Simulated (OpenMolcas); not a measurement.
**Fe IV: Racah parameters, worked from levels**

```yaml
Program: OpenMolcas
Basis: ANO-RCC-VQZP [7s6p4d3f2g1h]
Scalar_Hamiltonian: DKH2, point nucleus
Active_space: 5 electrons in 5 orbitals (3d)
State_averaging: 2S+1 = 6 even, 1 root; 2S+1 = 4 even, 24 roots; 2S+1 = 2 even, 75 roots
Spin-orbit_coupling: RASSI with atomic mean-field integrals over the reference wave functions, term energies averaged over their components
```

Methods: CASSCF; MS-CASPT2, IPEA 0.25 Eh, imaginary shift 0.1 Eh (closed shells correlated: 3s 3p).

**Racah parameters.** Above 6S, d5 has 4D at 17B + 5C, 4G at 10B + 5C and 4P at 7B + 7C. The first two fix B and C, and the third tests them; where it misses by thousands of cm-1, two parameters do not describe the configuration (Trees and configuration-interaction terms are left out) and B and C hang on the terms chosen. Term energies are centres of gravity, weighted by 2J + 1.

```json
{"Source": "CASSCF", "4D": "46834", "4G": "37658", "B": "1311", "C": "4910", "C/B": "3.75", "4P from B, C": "43547", "4P found": "43353"}
{"Source": "MS-CASPT2", "4D": "39890", "4G": "33131", "B": "966", "C": "4695", "C/B": "4.86", "4P from B, C": "39627", "4P found": "36596"}
```

Energies in cm-1. From CASSCF to MS-CASPT2, B changes by -26.3 % and C by -4.4 %.

CASPT2 does not keep the components of a term degenerate, so their means are used; among the terms shown or strongly mixed into the levels shown the widest spread is 310 cm-1 (3d5 4G, MS-CASPT2). Without dynamic correlation excited terms often stand tens of per cent too high (terms of higher spin than the ground term too low), and those without a measured partner can miss by more than the paired ones (holds for CASSCF). Blocks of more than 70 roots (2S+1 = 2 even) ran without multistate coupling (holds for MS-CASPT2). Levels of configurations outside the active space are missing.
